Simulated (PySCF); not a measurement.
Isomers of C3H10Si. Isolated molecules, 0 K electronic values unless said otherwise. One relaxed conformer stands for each flexible species; it need not be the lowest. Strings in code marks are SMILES.

Level of theory: TPSSh-D3(BJ)/def2-TZVP // PBE0-D3(BJ)/def2-TZVP in PySCF 2.14.0. All candidates: neutral, multiplicity 1. Delta-SCF ions had no search for a lower state. 

```yaml
HOMO–LUMO gap: 8.72 eV
vertical ionisation energy (Delta-SCF): 10.34 eV
HOMO: -7.85 eV
```

**Question.** Say which member has these values.
A. `CC[SiH2]C` (C–C–Si–C torsion 180°)
B. `CCC[SiH3]` (C–C–C–Si torsion 180°)
C. `C[SiH](C)C`

**Answer.** C, `C[SiH](C)C`. The others give `CC[SiH2]C` (C–C–Si–C torsion 180°): 8.28 eV, 10.09 eV, -7.57 eV; `CCC[SiH3]` (C–C–C–Si torsion 180°): 8.29 eV, 10.30 eV, -7.81 eV
